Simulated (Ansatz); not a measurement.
The cluster Mg3N2. The state is a triplet with charge 0. Geometry B3LYP-D4/def2-SVPD, that of the charge -1 doublet; atoms count from 1.

```xyz
5

Mg    0.689    2.294   -1.340
Mg   -2.011   -2.247   -0.522
Mg    1.777    0.431    2.009
N    -0.072   -0.519    0.418
N    -0.383    0.041   -0.565
```

At PBE0-D4/def2-TZVPD a singlet of charge 0 lies 1.13 eV below the triplet at the same geometry. The structure comes from a short search, and lower isomers may exist.

Question: Estimate the Mulliken populations from the PBE0/def2-TZVPD orbitals of Ansatz.

Answer: 
```tsv
atom	charge (e)	spin (α − β)
Mg1	0.20	0.45
Mg2	0.16	0.44
Mg3	0.14	0.30
N4	-0.28	0.40
N5	-0.21	0.40
```
Mulliken values and Mayer orders depend strongly on the basis. With diffuse functions, as here, like atoms can get unlike values, and bond orders can come out too low or too high.

Question: Where does the spin sit?

Answer: Summed by element: Mg 1.19, N 0.81, of 2 unpaired in all. Largest on single atoms: Mg1 0.45, Mg2 0.44, N5 0.40.

Question: And the Mayer bond orders between bonded heavy atoms (over 0.3)?

Answer: N4–N5 2.05 (1.17 Å). Values over 0.3 also appear between atoms too far apart for a bond (Mg1–Mg3 0.41 at 3.98 Å); they arise where an orbital or an unpaired electron spreads over both atoms.
